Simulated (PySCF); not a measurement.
Run record: geometry optimisation, `[NH2][Ge@@H]([Cl])[GeH3]`.

Method: PBE0-D3(BJ)/def2-SVP geometry optimisation, gas phase (PySCF 2.14.0). Start geometry: GFN2-xTB. The input is one job of a driver script: a line of settings, then coordinates in Å.

Command:
```bash
OMP_NUM_THREADS=1 python probes_run.py task.json out
```

Input:
```
{"job": {"xc": "PBE0", "basis": "def2-SVP", "d3": "d3bj", "grid": 1, "shake": 0.01, "kind": "geom"}, "charge": 0, "multiplicity": 1}
N     -1.650540    -0.825650     0.242590
Ge    -0.587440     0.511630    -0.386890
Cl    -1.093040     2.372540     0.536480
Ge     1.736160    -0.114380    -0.046560
H     -2.669120    -0.636380     0.185930
H     -1.461040    -1.182110     1.145050
H     -1.012230     0.669890    -1.833920
H      2.561170     0.059230    -1.275230
H      1.843760    -1.550430     0.371460
H      2.382740     0.674740     1.040030
```

Output:
```
step   0  E = -4671.17840311  max force = 0.024510
step   1  E = -4671.18325270  max force = 0.007390
step   2  E = -4671.18392805  max force = 0.002267
step   3  E = -4671.18409363  max force = 0.002014
step   4  E = -4671.18413299  max force = 0.002017
step   5  E = -4671.18413598  max force = 0.000977
step   6  E = -4671.18414149  max force = 0.000239
optimisation converged
```

Energies in Eh; «max force» is the largest Cartesian gradient component in Eh/bohr.

Give the first gradient maximum in eV/Å.

With 1 Eh/bohr = 51.422 eV/Å, 1.260 eV/Å.

How much energy does the optimisation release, in kcal/mol?

E(step 0) − E(last step) = 0.005738 Eh, which is 3.6 kcal/mol.

Main results: final energy -4671.18414 Eh after 6 steps; dipole 1.74 D.

Where do the atoms end?

0.099 Å rms from the input after alignment:
```
atom  x, y, z in Å
N1    -1.6646   -0.9147    0.1916
Ge2   -0.5982    0.4321   -0.4150
Cl3   -0.9762    2.3150    0.6500
Ge4    1.7380   -0.0738   -0.0139
H5    -2.6615   -0.7544    0.0667
H6    -1.4968   -1.1980    1.1536
H7    -1.0027    0.7015   -1.8732
H8     2.5607    0.2118   -1.2825
H9     1.9025   -1.5561    0.3667
H10    2.2432    0.8143    1.1338
```

Estimate the wall time. Hardware: Arm Neoverse V1, one thread, no GPU (shared host). And the peak memory of the process?

About 66 s, with 0.47 GiB resident at the peak, the Python interpreter and its libraries included.
Labels such as C1 count atoms from 1, the log's own numbers from 0.
